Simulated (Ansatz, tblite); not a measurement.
Removing and adding an electron: `[C-]#[N+]CCCCCCCCCC`. Total charge 0; singlet. Geometry: PBE-D4/def2-SVP. Ansatz, gas phase; energy differences of separate SCF runs; the oxidised species was run as a doublet alone; the reduced species was run as a doublet alone.

```xyz
33

C     6.7669    1.1775   -2.8992
N     5.8898    1.2184   -2.1021
C     4.8153    1.2420   -1.1737
C     3.5944    0.4509   -1.6625
C     2.4418    0.4790   -0.6567
C     1.2105   -0.3026   -1.1231
C     0.0522   -0.2870   -0.1220
C    -1.1774   -1.0657   -0.6022
C    -2.3331   -1.1339    0.4050
C    -2.9836    0.2182    0.7249
C    -4.2360    0.1299    1.6093
C    -3.9826   -0.4060    3.0208
H     4.5372    2.3019   -0.9842
H     5.1778    0.8322   -0.2055
H     3.2644    0.8690   -2.6376
H     3.9044   -0.5970   -1.8628
H     2.1517    1.5347   -0.4525
H     2.7895    0.0697    0.3190
H     0.8615    0.1095   -2.0968
H     1.5025   -1.3563   -1.3340
H    -0.2257    0.7686    0.0931
H     0.3978   -0.7095    0.8494
H    -0.8636   -2.1009   -0.8623
H    -1.5444   -0.6167   -1.5535
H    -1.9667   -1.6091    1.3421
H    -3.1152   -1.8185    0.0073
H    -3.2524    0.7184   -0.2325
H    -2.2429    0.8881    1.2167
H    -4.9948   -0.5071    1.1012
H    -4.6933    1.1406    1.6803
H    -3.2253    0.2074    3.5539
H    -3.6118   -1.4514    3.0099
H    -4.9087   -0.3942    3.6305
```

The xTB rows come from tblite. HOMO above LUMO, or a gap near zero within one spin, warns that the state may not be the lowest or that an electron is smeared out.

Question: Estimate orbital energies and vertical ionisation energies and electron affinities at: GFN1-xTB; GFN2-xTB; PBE-D4/def2-SVP; PBE0-D4/def2-SVP.

Answer: 
| level | −HOMO (eV) | vertical IE (eV) | −LUMO (eV) | vertical EA (eV) | HOMO–LUMO gap (eV) | IE − EA (eV) | remarks |
| --- | --- | --- | --- | --- | --- | --- | --- |
| GFN1-xTB | 11.07 | 13.98 | 5.91 | 2.86 | 5.15 | 11.12 | – |
| GFN2-xTB | 11.34 | 13.19 | 5.86 | 1.14 | 5.48 | 12.05 | – |
| PBE-D4/def2-SVP | 6.72 | – | 0.28 | -1.83 | 6.44 | – | HOMO above zero (-1 doublet), gap within one spin near zero (-1 doublet) |
| PBE0-D4/def2-SVP | 8.43 | 10.01 | -0.82 | -2.32 | 9.24 | 12.33 | HOMO above zero (-1 doublet) |

Run but left out: PBE-D4/def2-SVP (charge +1 doublet: an occupied level 0.02 eV above an empty one).   A HOMO above zero means that the electron is unbound at that level or that self-interaction error raises the level; the energy of removing that electron tells which. Raw xTB energy differences between charge states are shifted by several eV; the methods need an empirical correction for them. Sets without diffuse functions give affinities that are too small. A negative affinity means that the extra electron isn't bound; its size then hangs on the basis.
